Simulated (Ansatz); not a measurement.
C2H6BFO can be A, `OCCBF`, or B, `CCOBF`.

Isolated molecules relaxed with PBE0-D4/def2-TZVP in Ansatz; ΔE leaves out vibrations. CBS: MP2 limit from def2 TZ/QZ plus the TZ coupled-cluster correction, frozen cores. DFT in def2-TZVPP. B3LYP here is the variant with VWN-RPA as its local correlation; programs differ in this. One conformer a species, not always the lowest.

A:

Z-matrix (Å, degrees):
```
C
C 1 1.522
O 1 1.412 2 112.6
H 1 1.099 2 110.0 3 124.2
H 1 1.092 2 110.4 3 -118.0
B 2 1.555 1 116.6 3 -60.8
H 2 1.100 1 109.9 3 61.4
H 2 1.100 1 110.7 3 175.7
H 3 0.961 1 108.0 2 70.6
F 6 1.333 2 120.0 1 1.2
H 6 1.200 2 124.0 1 -178.7
```

B:

Z-matrix (Å, degrees):
```
C
C 1 1.508
H 1 1.092 2 110.9
H 1 1.093 2 110.1 3 -119.8
H 1 1.091 2 110.6 3 120.3
O 2 1.421 1 110.3 3 -63.4
H 2 1.093 1 110.7 3 178.4
H 2 1.095 1 110.9 3 58.6
B 6 1.338 2 121.8 1 112.9
F 9 1.326 6 117.7 2 -178.9
H 9 1.199 6 123.1 2 1.1
```

(1) Which is lower in electronic energy at CCSD(T)/CBS, and by how much? (Best estimate.)

(2) Give E(B) − E(A) in kJ/mol with r2SCAN-D4, HF/def2-TZVPP, B3LYP-D4, B3LYP, ωB97M-V, PBE0-D4, B2PLYP. (Best estimate.)

Largest T1 diagnostic: 0.012.

Answers

(1) Ansatz gave: B, by 146.0 kJ/mol.

(2) Ansatz gave: r2SCAN-D4 -148.4, HF/def2-TZVPP -157.2, B3LYP-D4 -150.5, B3LYP -152.4, ωB97M-V -145.7, PBE0-D4 -143.5, B2PLYP -152.1. None reverses the order clearly.

In def2-TZVPP, CCSD(T) changes the Hartree–Fock value by +9.5 kJ/mol (the triples alone add +0.4 kJ/mol) and MP2 by +8.0 kJ/mol.
